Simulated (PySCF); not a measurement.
Excitations are Tamm–Dancoff values on a coarser integration grid. The basis has no diffuse functions, so Rydberg states are missing or too high.

**H3BO3, SMILES `B(O)(O)O` (charge 0, multiplicity 1)**

Computed with PySCF 2.14.0 with PBE0-D4/def2-TZVP.

The HOMO is -9.32 eV and the dipole moment is 0.00 D. The HOMO–LUMO gap is 9.92 eV, the LUMO is 0.60 eV and the S1 excitation (TDA) is 8.38 eV. The S1 oscillator strength is 0.000, the T1 excitation (TDA) comes out as 8.06 eV and the S1–T1 gap (TDA) is 0.32 eV. The total energy is -252.3338 Ha and the cost is roughly 30 core-seconds.

```xyz
7

O     -0.7439     0.9907     0.5756
B      0.0000     0.0000     0.0000
O     -0.6198    -1.0714    -0.5780
O      1.3637     0.0807     0.0024
H     -0.1968     1.6863     0.9464
H     -1.5757    -1.0143    -0.5162
H      1.7724    -0.6721    -0.4300
```
Charge 0, spin multiplicity 1.
